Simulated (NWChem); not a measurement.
CH6O2Si; SMILES OC[SiH2]O

```xyz
10

O     -0.6678    -1.5490     0.2162
C      0.5646    -1.0649    -0.2919
Si     0.5336     0.7846     0.1365
O     -1.0355     1.2607    -0.1556
H     -0.7653    -2.4781    -0.0151
H      0.6383    -1.1920    -1.3905
H      1.4389    -1.5786     0.1538
H      1.4591     1.5667    -0.7317
H      0.9297     0.9776     1.5658
H     -1.6253     0.5038    -0.0319
```
Atoms are numbered in this order, from 1.

Results from NWChem. All runs use the structure optimised with PBE0/def2-SVP. Level: B3LYP/def2-SVP with SMD (1 M gas to 1 M solution), gas-phase geometry. Reactions with the solvent are ignored.

For solvent chlorobenzene:

- solvation free energy (kcal/mol) = -4.0
- dipole in solution (D) = 3.51

### Question
Estimate the same quantities for solvent acetone.

### Answer
| Item | Result |
|---|---|
| solvation free energy (kcal/mol) | -5.1 |
| dipole in solution (D) | 3.62 |
